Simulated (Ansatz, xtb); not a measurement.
## Two structures of F2InNO

Structure X is a singlet given by its coordinates and structure Y is the triplet with the links of `O=[N][In]([F])[F]`. Both are isolated molecules in the gas phase, relaxed with B3LYP-D3(BJ)/def2-SVP; the shapes shown needn't be the lowest conformers.

X (Å):

```xyz
5

F    -0.0030   -0.2105    1.6609
F    -1.5342   -1.8867   -0.7368
In   -0.8414   -0.1397   -0.1325
N    -0.8542    2.0569   -1.2255
O    -0.3629    2.8924   -0.6019
```

Close contacts (Å): F1–In3 1.98, F2–In3 1.97, In3–N4 2.45, N4–O5 1.15.

Y (Å):

```
atom    x (Å)    y (Å)    z (Å)
   F   0.0424  -0.2266   1.7653
   F  -1.5547  -1.6320  -0.9055
  In  -0.7708  -0.0800  -0.0132
   N  -0.8639   1.7957  -1.1197
   O  -0.4487   2.8553  -0.7628
```

Q: Estimate E(Y) − E(X) at the level CCSD(T)/def2-SVP + ΔMP2/def2-TZVPP.

A: Calculated at CCSD(T)/def2-SVP + ΔMP2/def2-TZVPP: E(Y) − E(X) = +0.410 eV, so structure X lies lower.

The same difference at several levels:

```json
{"level": "B3LYP-D3(BJ)/def2-SVP", "geometry": "B3LYP-D3(BJ)/def2-SVP", "E(Y) − E(X) (eV)": "+0.090", "departure from the last row (eV)": "−0.319", "job, with rough time for the two": "optimisation, 5.4 min"}
{"level": "HF/def2-SVP", "geometry": "B3LYP-D3(BJ)/def2-SVP", "E(Y) − E(X) (eV)": "−1.009", "departure from the last row (eV)": "−1.419", "job, with rough time for the two": "part of the CCSD(T) run"}
{"level": "MP2/def2-SVP", "geometry": "B3LYP-D3(BJ)/def2-SVP", "E(Y) − E(X) (eV)": "+0.100", "departure from the last row (eV)": "−0.310", "job, with rough time for the two": "part of the CCSD(T) run"}
{"level": "CCSD(T)/def2-SVP", "geometry": "B3LYP-D3(BJ)/def2-SVP", "E(Y) − E(X) (eV)": "+0.229", "departure from the last row (eV)": "−0.180", "job, with rough time for the two": "single point"}
{"level": "CCSD(T)/def2-SVP + ΔMP2/def2-TZVPP", "geometry": "B3LYP-D3(BJ)/def2-SVP", "E(Y) − E(X) (eV)": "+0.410", "departure from the last row (eV)": "", "job, with rough time for the two": "single point, 2.4 min"}
```

HF/def2-SVP puts the two in the other order. The largest departure from CCSD(T)/def2-SVP + ΔMP2/def2-TZVPP is that of HF/def2-SVP, 1.419 eV. The closed-shell reference of X is unstable towards spin breaking, so its energies are less sure. Levels run at GFN2-xTB geometries aren't shown. The last row adds to CCSD(T) the change of the MP2 difference between the two basis sets, here +0.180 eV, a large step that makes the value less sure.

With harmonic frequencies from B3LYP-D3(BJ)/def2-SVP (ideal gas, rigid rotor, one conformer each, 298.15 K, 1 atm): on the last row, ΔE + ΔZPE = +0.402 eV. A mode under 50 cm⁻¹ makes harmonic enthalpies and free energies unreliable, so none is given.

The T1 diagnostic of structure X is large, so the coupled-cluster value is less sure. Open shells are spin-unrestricted. The correlated steps freeze 8 core orbitals; the filled d shell of In is correlated, in a basis made for valence electrons. Atoms past krypton carry core potentials in the def2 sets and no spin–orbit term is included. ΔG holds the spin degeneracy. Codes used: Ansatz 0.2.0; the last row on 1 thread of Intel(R) Xeon(R) Processor @ 2.50GHz (Skylake/Cascade Lake) on a shared host.
